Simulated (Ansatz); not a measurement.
Gas-phase electronic energies from Ansatz, PBE0-D4/def2-TZVP geometries. CBS: MP2 limit from def2 TZ/QZ plus the TZ coupled-cluster correction, frozen cores. This one scheme is used for every species. Functionals use def2-TZVPP. Triplets are unrestricted, without spin–orbit coupling. For Ga outer-core shells are correlated without core-valence functions, which leaves a few kJ/mol of doubt a bond. Scalar relativity is left out up to krypton. Each species was taken in one conformer, which may not be the lowest.

`CC[NH][GaH2]` → `[CH2]` (triplet) + `C[NH][GaH2]`  (formal loss of a carbene)

| level | ΔE (kJ/mol) |
| --- | --- |
| CAM-B3LYP-D4 | 441.4 |
| HF/def2-QZVPP | 297.0 |

Q: What does CCSD(T)/CBS give? (An estimate is asked.)

A: Ansatz gave: +445.2 kJ/mol. The listed levels differ from it by -3.8, -148.2 kJ/mol.

Largest T1 diagnostic among the species: 0.015.

At CCSD(T), def2-SVP lies −15.4 kJ/mol from the extrapolated value and def2-TZVPP −11.0 kJ/mol. Leaving LDA and LC-ωPBE aside and taking each functional with its dispersion term where it has one, the values, not all of them listed here, spread over 36.7 kJ/mol, from r2SCAN0-D4 to ωB97X-V. LDA lies +74.8 kJ/mol from PBE without D4. In def2-TZVPP, CCSD(T) changes the Hartree–Fock value by +137.2 kJ/mol (the triples alone add +11.3 kJ/mol) and MP2 by +150.2 kJ/mol.
